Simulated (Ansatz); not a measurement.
```yaml
crystal:
  periodic: [false, false, false]
  atoms:
    - {symbol: S, position_ang: [-1.801305, 0.305344, 2.467319]}
    - {symbol: S, position_ang: [-4.354166, 2.944568, 0.113866]}
    - {symbol: S, position_ang: [-2.007579, -3.827016, 0.127441]}
    - {symbol: S, position_ang: [0.903476, -3.851112, -2.358923]}
    - {symbol: S, position_ang: [-1.787029, 0.144320, -2.089512]}
    - {symbol: S, position_ang: [-1.121036, 3.747917, 2.239883]}
    - {symbol: S, position_ang: [0.909670, -1.379353, 0.996714]}
    - {symbol: S, position_ang: [1.376566, 1.696360, -0.301809]}
    - {symbol: S, position_ang: [-1.412919, 3.915624, -2.337764]}
    - {symbol: S, position_ang: [4.120976, -0.903758, -0.460852]}
    - {symbol: S, position_ang: [2.492405, 1.397854, 3.346765]}
    - {symbol: Mg, position_ang: [-1.722195, -2.293720, 2.030570]}
    - {symbol: Mg, position_ang: [-3.272983, 1.773619, -1.563283]}
    - {symbol: Mg, position_ang: [-2.646332, 2.429921, 2.139403]}
    - {symbol: Mg, position_ang: [-2.135291, 4.484306, -0.080814]}
    - {symbol: Mg, position_ang: [-0.983393, -2.289294, -1.415477]}
    - {symbol: Mg, position_ang: [0.145175, -4.696247, -0.034678]}
    - {symbol: Mg, position_ang: [2.533111, -2.954627, -0.456397]}
    - {symbol: Mg, position_ang: [-0.292233, 2.016322, -2.265788]}
    - {symbol: Mg, position_ang: [2.725908, 0.504762, -1.525702]}
    - {symbol: Mn, position_ang: [-0.204355, 0.428832, 0.350013]}
    - {symbol: Mg, position_ang: [0.867854, 2.531678, 2.241188]}
    - {symbol: Mg, position_ang: [2.618198, 0.169038, 1.581500]}
    - {symbol: Br, position_ang: [2.220871, -4.854403, 1.385861]}
    - {symbol: Br, position_ang: [1.941047, 1.047475, -4.027230]}
basis:
  gaussian: {orbitals: "6-31G*", fitting: {mean_field: def2-universal-jkfit}}
magnetization: {spin_polarized: true, initial_magnetization: 7}
hamiltonian: {xc: {name: SPW92}}
scf: {omitted_lower_state_checks: [starts]}
```

```sh
$ ansatz run in.yaml --threads 2 --pin off --events-out ev --progress --plain --max-ram 32768MiB --backend cuda --devices 0, --max-vram 18GiB
```

Shortened log:

```
Functional definition: SPW92
3436 factors; integrals over basis functions are off by at most 2.6e-1 eV
mean field evaluation 1: about -349514.1305 eV, gradient 8.3e1 eV
mean field evaluation 2: about -348891.3781 eV, gradient 2.8e2 eV
mean field evaluation 4: about -349358.7551 eV, gradient 2.0e2 eV
mean field evaluation 8: about -349552.3295 eV, gradient 1.6e0 eV
mean field evaluation 16: about -349552.4774 eV, gradient 6.8e-2 eV
mean field evaluation 32: about -349552.4818 eV, gradient 2.0e-6 eV
mean field -349552.48180105 eV, -12845.8167710066 hartree, gradient 2.0e-6 eV, S^2 15.765439; 0 other end points of the search recorded, 0 dependent functions left out
reference -349552.48188597 eV, -12845.8167741272 hartree; 205, 198 occupied and 319, 326 virtual orbitals, 3436 factors
Total energy: -349552.48188597 eV, -12845.8167741272 hartree
Checks for a lower state left out: starts
```

It took 23 s on 2 threads of AMD EPYC 7R13 on a shared host and a share (18 GiB) of an NVIDIA H100 80GB HBM3, peak host memory 1.2 GiB.

The 6-31G sets use Cartesian d functions.
